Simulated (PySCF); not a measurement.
# ClMoN: from structure and modes to constants

These are results of UPBE0 in PySCF with Mo def2-TZVP with ECP28, N def2-TZVP, Cl def2-TZVP; scalar-relativistic core potentials, no spin–orbit coupling; density-fitted integrals, not measurements.

The triplet minimum has Cs symmetry. Masses (u): Mo 97.90541, N 14.00307, Cl 34.96885.

```xyz
3
charge 0 multiplicity 3, angstrom
Mo    0.0035    0.3038   -0.3974
N    -0.0089   -0.7786   -1.5934
Cl   -0.0061   -0.5383    1.7505
```

Harmonic wavenumbers (cm⁻¹): 158.4 (a', ×1), 383.5 (a', ×1), 1149.9 (a', ×1).

(1) Find the principal moments of inertia and the rotational constants. What kind of rotor is it?

(2) What is the harmonic zero-point energy?

(3) Find the vibrational entropy and heat capacity at 298.15 K.

(4) Give the standard entropy (298.15 K, 1 bar) by its translational, rotational, vibrational and spin parts, and Cp.

Answers

(1) About the centre of mass I = 22.141, 163.7, 185.84 u Å². With B = 16.8576/I this gives 0.7614, 0.103, 0.09071 cm⁻¹. The molecule is an asymmetric top with κ = -0.96.

(2) Half the sum of all 3 wavenumbers, 1692/2 = 846 cm⁻¹, which is 10.1 kJ/mol (1 cm⁻¹ = 0.0119627 kJ/mol).

(3) With u = 1.43878 ω/T, each mode gives S = R[u/(eᵘ−1) − ln(1−e⁻ᵘ)] and C = R u² eᵘ/(eᵘ−1)².
```csv
ω (cm⁻¹),u,S (J/(mol K)),C (J/(mol K))
158.4,0.764,10.75,7.92
383.5,1.851,4.29,6.30
1149.9,5.549,0.21,1.00
```
The sums over all modes are S = 15.3 and C = 15.2 J/(mol K); the softest mode gives 70 % of the entropy.

(4) Sackur–Tetrode with M = 146.88 u gives 171.1; rotation with symmetry number 1 gives 104.3; vibration 15.3; spin R ln 3 = 9.1. The total is 299.8 J/(mol K), and Cp = 4 R + 15.2 = 48.5 J/(mol K).

Only a few start shapes were tried, so a lower isomer may exist. With open d or f shells other occupations or spin states may lie lower.
